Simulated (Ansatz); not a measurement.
Consider the formal exchange of groups at a C–Sn bond: `O=[CH][SnH2][OH]` + `[SnH4]` → `O=[CH][SnH3]` + `[OH][SnH3]`.

Computed with Ansatz on PBE0-D4/def2-TZVP structures; ΔE is electronic, products minus reactants. CBS: MP2 limit from def2 TZ/QZ plus the TZ coupled-cluster correction, frozen cores. Functionals use def2-TZVPP. B3LYP here is the variant with VWN-RPA as its local correlation; programs differ in this. HSE06 is defined as in plane-wave codes. def2 core potentials past Kr. For Sn outer-core shells are correlated without core-valence functions, which leaves a few kJ/mol of doubt a bond. Each species was taken in one conformer, which may not be the lowest.

`O=[CH][SnH2][OH]`:

Cartesian coordinates in Å:
```
O 0.905 -1.761 0.494
C -0.220 -1.345 0.459
Sn -0.491 0.746 -0.202
O 1.386 1.222 -0.515
H -1.068 -2.005 0.752
H -1.114 1.780 1.006
H -1.341 0.902 -1.674
H 1.944 0.462 -0.318
```

`[SnH4]`:

```xyz
5

Sn    0.000    0.000    0.000
H    -0.411   -1.642   -0.192
H    -0.941    0.679    1.248
H    -0.300    0.834   -1.455
H     1.651    0.130    0.399
```

`O=[CH][SnH3]`:

Z-matrix (Å, degrees):
```
Sn
C 1 2.211
H 1 1.708 2 109.0
H 1 1.708 2 109.0 3 118.5
H 1 1.701 2 108.3 3 -120.8
O 2 1.197 1 122.2 3 120.5
H 2 1.116 1 118.0 3 -59.5
```

`[OH][SnH3]`:

Z-matrix (Å, degrees):
```
Sn
O 1 1.970
H 1 1.709 2 108.5
H 1 1.698 2 103.1 3 119.8
H 1 1.709 2 108.5 3 -120.5
H 2 0.959 1 113.2 3 60.0
```

| level | ΔE (kJ/mol) | difference from CCSD(T)/CBS |
| --- | --- | --- |
| LDA (SPW92) | 9.1 | 3.4 |
| revPBE-D4 | 6.2 | 0.5 |
| HSE06-D4 | 6.0 | 0.3 |
| CAM-B3LYP-D4 | 6.1 | 0.4 |
| B2PLYP | 5.1 | -0.6 |
| PBE-QIDH | 6.0 | 0.3 |
| revPBE | 3.3 | -2.4 |
| PBE0 | 5.1 | -0.6 |
| B3LYP | 3.9 | -1.8 |
| CAM-B3LYP | 5.2 | -0.5 |
| LC-ωPBE | 5.7 | 0.0 |
| RPA@PBE/def2-TZVPP | 6.4 | 0.7 |
| CCSD/def2-SVP | 6.6 | 0.9 |
| CCSD(T)/def2-SVP | 7.2 | 1.5 |
| SCS-MP2/def2-TZVPP | 5.3 | -0.4 |
| CCSD(T)/def2-TZVPP | 6.7 | 1.0 |
| CCSD(T)/CBS | 5.7 | 0 |

Largest T1 diagnostic among the species: 0.016.

Leaving LDA and LC-ωPBE aside and taking each functional with its dispersion term where it has one, the values, not all of them listed here, spread over 1.9 kJ/mol, from B2PLYP to r2SCAN-D4. LDA lies +4.0 kJ/mol from PBE without D4. In def2-TZVPP, CCSD(T) changes the Hartree–Fock value by +4.5 kJ/mol (the triples alone add +0.9 kJ/mol) and MP2 by +4.2 kJ/mol.
